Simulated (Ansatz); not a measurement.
Z-matrix (Å, degrees):
```
C
Ge 1 1.963
H 1 1.091 2 108.8
H 1 1.091 2 110.6 3 119.8
H 1 1.091 2 110.7 3 -119.8
Al 2 2.435 1 126.7 3 179.3
C 2 1.954 1 114.5 3 -22.1
C 2 1.954 1 114.5 3 21.0
H 6 1.586 2 117.5 1 179.9
H 6 1.589 2 122.0 1 -0.2
H 7 1.083 2 150.2 1 -78.0
H 8 1.083 2 150.2 1 77.9
```

The species carries charge 0 and has multiplicity 1.

Q: List the CAM-B3LYP/def2-TZVPP orbital energies in eV (the Gaussian-basis code of Ansatz). (Estimate.)

A: Ansatz gave: Occupied: -10851.44, -1526.61, -1355.69, -1206.66, -1206.64, -1206.62, -278.95, -278.92, -278.43, -170.50, -120.81, -120.81, -120.74, -114.63, -75.38, -75.18, -75.15, -34.44, -34.38, -34.35, -34.31, -34.28, -23.49, -20.95, -16.72, -15.95, -14.10, -12.90, -12.79, -12.59, -10.64, -9.93, -9.78, -8.17, -7.71. Lowest empty: -1.07, 1.34, 1.53, 1.59, 2.05, 2.27, 2.53, 3.47.
